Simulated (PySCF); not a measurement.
Species: Sn₃H₈.
Bonds: Sn1–Sn5, Sn5–Sn8. Hydrogens: H2, H3, H4 on Sn1; H6, H7 on Sn5; H9, H10, H11 on Sn8.

Method: PBE0-D3(BJ)/def2-SVP geometry optimisation, gas phase, def2 core potentials past Kr (PySCF 2.14.0); density fitting, grid level 1; the optimiser is geomeTRIC in internal coordinates, started from a GFN2-xTB structure with every atom displaced at random (about 0.03 Å).

Step 0: E = -17623.7277 eV
```
atom  x, y, z in Å  |  force x, y, z in eV/Å
Sn1    -1.6787    0.2536   -1.6283   -1.626   1.757  -0.347
H2     -1.3022   -0.5381   -3.0027    0.452  -0.810  -1.046
H3     -3.4488    0.1477   -1.5273    0.704  -0.008   0.118
H4     -1.3684    1.9410   -2.0175   -0.035  -0.452   0.234
Sn5    -0.4738   -0.5355    0.5771    0.751   0.268   1.043
H6     -0.6247   -2.1787    0.6805    0.031  -1.083  -0.080
H7     -1.3650   -0.0773    1.9452   -0.209   0.313   0.207
Sn8     2.1748    0.1330    1.1134   -1.147  -0.534   1.049
H9      2.6205   -0.5158    2.6346   -0.071  -0.104   0.035
H10     3.1785   -0.4632    0.0037    1.052  -0.629  -1.226
H11     2.3859    1.7478    1.2520    0.099   1.283   0.014
```

Step 1: E = -17624.0787 eV
```
atom  x, y, z in Å  |  force x, y, z in eV/Å
Sn1    -1.7330    0.3167   -1.6909    0.336  -0.228  -0.287
H2     -1.2873   -0.5644   -3.1312   -0.003   0.111   0.412
H3     -3.4194    0.2010   -1.5599   -0.294  -0.095   0.118
H4     -1.4083    1.9565   -2.0218    0.122   0.179   0.041
Sn5    -0.4672   -0.5636    0.6663   -0.345  -0.397   0.014
H6     -0.5965   -2.3052    0.7440    0.067   0.323  -0.098
H7     -1.3786   -0.0469    2.0444    0.034   0.069  -0.159
Sn8     2.1705    0.1243    1.1444    0.374   0.208  -0.229
H9      2.6225   -0.5368    2.6645    0.008  -0.012  -0.041
H10     3.2342   -0.5205   -0.0867   -0.273   0.216   0.322
H11     2.3611    1.8535    1.2579   -0.025  -0.374  -0.092
```

Question: Estimate the geometry and energy of step 2. (The exact step hangs on the optimiser's Hessian estimate; all steps are aligned on step 1, rigid shifts and turns removed.)

Answer: E = -17624.1338 eV, largest force 0.220 eV/Å
```
atom  x, y, z in Å  |  force x, y, z in eV/Å
Sn1    -1.7145    0.3170   -1.6736   -0.046   0.064  -0.150
H2     -1.2299   -0.5770   -3.0652    0.014   0.018   0.139
H3     -3.4258    0.1838   -1.5418    0.078  -0.023   0.035
H4     -1.3558    1.9699   -1.9813    0.021  -0.038   0.045
Sn5    -0.4900   -0.5751    0.6640   -0.095  -0.182   0.079
H6     -0.6111   -2.2978    0.7203    0.037   0.086  -0.055
H7     -1.4103   -0.0396    2.0182    0.003   0.061  -0.052
Sn8     2.1595    0.1264    1.1278    0.069   0.045  -0.079
H9      2.6327   -0.5299    2.6410    0.012  -0.012  -0.012
H10     3.2016   -0.4989   -0.0957   -0.087   0.074   0.096
H11     2.3416    1.8356    1.2173   -0.007  -0.094  -0.046
```

The energy changes by -0.0551 eV. The first-order estimate −F·Δx gives -0.0854 eV and the mean of the old and new forces, exact on a quadratic surface, -0.0551 eV. The step makes an angle of 63° with the force vector and moves no atom by more than 0.088 Å.

What follows is the cost of the whole optimisation. The run took 73 s wall on INTEL XEON PLATINUM 8581C at 2.30 GHz, one thread, no GPU (shared host), and the process peaked at 0.50 GiB of memory.
